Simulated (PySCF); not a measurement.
**Working out the ionisation energy of Br**

Br [Ar] 3d10 4s2 4p5 (2P) → Br⁺ [Ar] 3d10 4s2 4p4 (3P). Calculation: PySCF 2.14, in def2-TZVPPD (7s6p5d1f, 57 functions); no relativity, point nucleus. Frozen: [Ne]. Energies in hartree (1 hartree = 27.21139 eV):

| part | Br (lower) | Br⁺ (upper) |
| --- | --- | --- |
| UHF | -2572.398469 | -2572.003048 |
| MP2 opposite-spin | -0.216964 | -0.193537 |
| MP2 same-spin | -0.096710 | -0.088600 |

Q: What does Hartree-Fock give?

A: (-2572.003048) − (-2572.398469) = 0.395421 hartree = 10.760 eV.

Q: What do MP2 and SCS-MP2 (6/5 opposite-spin, 1/3 same-spin) give?

A: The opposite-spin parts differ by 0.637 eV and the same-spin parts by 0.221 eV. MP2: 10.760 + (0.637) + (0.221) = 11.618 eV. SCS-MP2: 10.760 + 1.2 × (0.637) + (0.221)/3 = 11.598 eV.

Measured between the centres of the two terms (NIST): 11.844 eV, so MP2 (valence and next inner shell) is off by -0.226 eV.

The calculation is non-relativistic.

What remains against the reference includes basis incompleteness, the frozen core and correlation beyond second order.
